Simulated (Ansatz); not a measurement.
Total energies of Ga₆N₇H₂₄⁺, a cluster cut from zinc blende GaN (hydrogen-capped) from Ansatz at PBE0-D4/def2-TZVP, gas phase (1 Eh = 27.2114 eV = 2625.5 kJ/mol). The reference geometry is relaxed at PBE-D4/def2-SVP.

```tsv
atom	x (Å)	y (Å)	z (Å)
Ga1	2.991	2.521	-0.071
Ga2	-3.537	0.788	1.476
Ga3	-0.213	1.586	0.874
Ga4	0.360	-1.730	-0.426
Ga5	3.558	-0.796	-1.436
Ga6	-2.970	-2.550	0.162
N7	0.969	2.303	-0.542
N8	3.714	0.622	0.014
N9	-2.064	1.493	0.177
N10	-3.154	-1.200	1.672
N11	1.513	-0.939	-1.827
N12	-1.504	-1.754	-1.092
N13	0.341	-0.344	1.035
H14	3.620	3.173	-1.355
H15	2.930	3.060	1.408
H16	-4.869	0.898	0.649
H17	-3.134	1.473	2.836
H18	-0.101	2.361	2.223
H19	0.858	-3.122	0.073
H20	4.158	-0.157	-2.740
H21	3.863	-2.186	-0.760
H22	-4.294	-2.451	-0.678
H23	-2.244	-3.815	0.757
H24	0.699	3.292	-0.682
H25	0.851	1.889	-1.477
H26	4.734	0.805	-0.007
H27	3.585	0.213	0.952
H28	-2.380	2.469	0.045
H29	-2.169	1.079	-0.760
H30	-2.463	-1.376	2.418
H31	-4.036	-1.523	2.110
H32	1.160	-0.073	-2.257
H33	1.521	-1.610	-2.614
H34	-1.831	-0.881	-1.530
H35	-1.530	-2.436	-1.868
H36	1.292	-0.336	1.438
H37	-0.223	-0.742	1.802
```

```json
{"state": "charge 1 singlet", "geometry": "reference", "energy (Eh)": "-11945.16453"}
{"state": "charge 2 doublet", "geometry": "reference", "energy (Eh)": "-11944.71037"}
{"state": "charge 2 doublet", "geometry": "relaxed at PBE-D4/def2-SVP", "energy (Eh)": "-11944.71702"}
{"state": "charge 0 doublet", "geometry": "reference", "energy (Eh)": "-11945.28084"}
```

Single mean-field runs in def2-TZVP are fitted with def2-universal-jkfit.

Problem. Work out the vertical ionisation energy to the doublet.

Solution. E(charge 2 doublet) − E(charge 1 singlet) = -11944.71037 − (-11945.16453) = 0.45416 Eh = 12.36 eV. For comparison, −ε of the highest occupied level is 11.05 eV at this level, 1.31 eV less.

Problem. Work out the vertical electron affinity, to the doublet.

Solution. E(charge 1 singlet) − E(charge 0 doublet) = -11945.16453 − (-11945.28084) = 0.11631 Eh = 3.16 eV.

Problem. Give the fundamental gap IE − EA, the Mulliken electronegativity (IE + EA)/2 and the hardness (IE − EA)/2.

Solution. From the values in Eh: IE − EA = 0.45416 − 0.11631 = 0.33785 Eh = 9.19 eV; (IE + EA)/2 = 7.76 eV; (IE − EA)/2 = 4.60 eV. The HOMO–LUMO gap of the same run is 6.81 eV, 2.38 eV smaller than the fundamental gap.

Problem. How much does the charge 2 doublet relax, and what is the adiabatic ionisation energy?

Solution. Relaxation: -11944.71037 − (-11944.71702) = 0.00665 Eh = 0.18 eV. Adiabatic ionisation energy: 0.44751 Eh = 12.18 eV, without zero-point energy.
